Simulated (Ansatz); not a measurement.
Geometry optimisation, RKS PBE0-D4/def2-SVP in Ansatz.

input.yaml

```yaml
crystal:
  periodic: [false, false, false]
  atoms:
    - { symbol: O, position_ang: [-0.0566, 1.0775, 1.5419] }
    - { symbol: Si, position_ang: [0.5032, -0.1293, 0.6436] }
    - { symbol: O, position_ang: [0.76744, -1.4513, 1.6201] }
    - { symbol: C, position_ang: [1.94487, -1.11005, 1.07164] }
    - { symbol: Cl, position_ang: [3.17691, -0.36826, 2.16322] }
    - { symbol: H, position_ang: [-0.577, 1.8044, 1.0031] }
    - { symbol: H, position_ang: [-0.41949, -0.53477, -0.4781] }
    - { symbol: H, position_ang: [2.43862, -1.69943, 0.33098] }
basis:
  gaussian: { orbitals: def2-SVP }
hamiltonian:
  xc: pbe0
  dispersion: d4
relax:
  f_tol: 0.015
  max_steps: 40
```

Command:

```bash
$ ansatz run input.yaml --threads 2 --pin off --max-ram 3072MiB --backend cpu --events-out ev --progress --plain --runs-dir out
```

Problem. Where does it end, and by what steps?

Solution. The run converged. After 14 steps the energy has fallen by 0.574 eV; O1 moved furthest, 0.34 Å.

```tsv
step	energy less start (eV)	largest force component (eV/Å)	accepted
0	0.0000	3.812	yes
1	-0.4510	1.482	yes
2	-0.5421	0.428	yes
3	-0.5563	0.321	yes
4	-0.5618	0.135	yes
5	-0.5633	0.067	yes
6	-0.5651	0.138	yes
7	-0.5658	0.306	yes
8	-0.5580	0.468	no
9	-0.5699	0.082	yes
10	-0.5726	0.102	yes
11	-0.5720	0.103	no
12	-0.5733	0.123	yes
13	-0.5736	0.021	yes
14	-0.5736	0.007	yes
```

```xyz
8
Properties=species:S:1:pos:R:3
O 0.127 1.273 1.333
Si 0.440 -0.179 0.641
O 0.758 -1.510 1.624
C 1.982 -1.048 1.027
Cl 3.151 -0.364 2.171
H -0.738 1.671 1.201
H -0.435 -0.446 -0.522
H 2.492 -1.808 0.422
```

Run time: 39 s on 2 threads of Intel(R) Xeon(R) Platinum 8259CL CPU @ 2.50GHz (Skylake/Cascade Lake), with other jobs on the host, peak memory 0.21 GiB.
